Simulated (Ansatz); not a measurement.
# Counterpoise correction, worked out

The pair of H$_{2}$ (SMILES [H][H], atoms 1–2) and CH$_{3}$F (SMILES CF, atoms 3–7), both closed shells, in one local arrangement (a lower one may exist), relaxed at PBE0-D4/def2-TZVP:

```xyz
7
angstrom
H -0.0953 0.0329 -2.1627
H -0.0140 0.5614 -2.6843
C 0.0332 -0.0720 1.0087
F -0.2175 -1.1130 0.1417
H 0.1636 0.8469 0.4326
H 0.9427 -0.2900 1.5726
H -0.8126 0.0337 1.6914
```

Ansatz 0.2.0; basis: def2-TZVPPD; cores frozen in the correlated methods.

CCSD(T) total energies in eV:

| system | geometry | basis functions | energy |
| --- | --- | --- | --- |
| pair | pair | all | -3829.77241 |
| H$_{2}$ | as in the pair | all (partner as ghosts) | -31.90524 |
| CH$_{3}$F | as in the pair | all (partner as ghosts) | -3797.84459 |
| H$_{2}$ | as in the pair | its own | -31.90422 |
| CH$_{3}$F | as in the pair | its own | -3797.84048 |
| H$_{2}$ | free (PBE0-D4 minimum) | its own | -31.90433 |
| CH$_{3}$F | free (PBE0-D4 minimum) | its own | -3797.83984 |

(1) Work out the interaction energy with and without the counterpoise correction, the superposition error, and the binding energy from the relaxed fragments.

T1 diagnostic: at most 0.011.

## Answers

(1) Without correction: -3829.77241 − (-31.90422) − (-3797.84048) = -0.02771 eV.
With correction (each fragment in the whole basis): -3829.77241 − (-31.90524) − (-3797.84459) = -0.02258 eV = -0.52 kcal/mol.
The superposition error is the difference, 0.00513 eV, 19 % of the uncorrected value: each fragment borrows its partner's functions.
Deformation from the free shapes: 0.00011 eV for H$_{2}$ and -0.00064 eV for CH$_{3}$F (a small negative value is possible, since the free shapes are minima of another method).
Binding energy from relaxed fragments: -0.02258 + 0.00011 + (-0.00064) = -0.02311 eV = -0.53 kcal/mol (electronic, without zero-point energy; negative means bound). For comparison, the corrected interaction energy by CCSD(T) at an estimated basis limit (MP2 extrapolated from triple and quadruple zeta, plus CCSD(T) − MP2 in triple zeta) is -0.026 eV; triple zeta with the correction binds less.

For scale, one of the runs: CCSD(T)/def2-TZVPPD, 162 basis functions, launched by `ansatz run in.yaml --threads 2 --pin off --events-out ev --progress --plain --max-ram 5222MiB`. The run took 13 s on 2 CPU threads (shared host), with 1.3 GiB of host memory at its peak.
